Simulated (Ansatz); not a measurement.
Two isomers of C2H8BGa: A = `B[CH2][GaH][CH3]`, B = `CB[CH2][GaH2]`.

Program: Ansatz. Geometries: PBE0-D4/def2-TZVP. ΔE: electronic, gas phase. CCSD(T)/CBS adds triple-zeta CCSD(T) − MP2 to the extrapolated MP2 energy (def2 sets, frozen cores). DFT in def2-TZVPP. B3LYP here is the variant with VWN-RPA as its local correlation; programs differ in this. For Ga outer-core shells are correlated without core-valence functions, which leaves a few kJ/mol of doubt a bond. Scalar relativity is left out up to krypton. One conformer a species, not always the lowest.

Which is lower in electronic energy at CCSD(T)/CBS, and by how much? (Best estimate.)

Computed: B, by 1.7 kcal/mol.

Give E(B) − E(A) in kcal/mol with ωB97M-V, B3LYP-D4, PBE0-D4, HF/def2-TZVPP, B3LYP, MP2/def2-TZVPP, r2SCAN-D4. (Estimate.)

Ansatz gave: ωB97M-V -3.0, B3LYP-D4 -3.0, PBE0-D4 -3.3, HF/def2-TZVPP -3.8, B3LYP -2.8, MP2/def2-TZVPP -1.4, r2SCAN-D4 -3.1. None reverses the order clearly.

Largest T1 diagnostic: 0.012.

In def2-TZVPP, CCSD(T) changes the Hartree–Fock value by +1.9 kcal/mol (the triples alone add +0.3 kcal/mol) and MP2 by +2.5 kcal/mol.
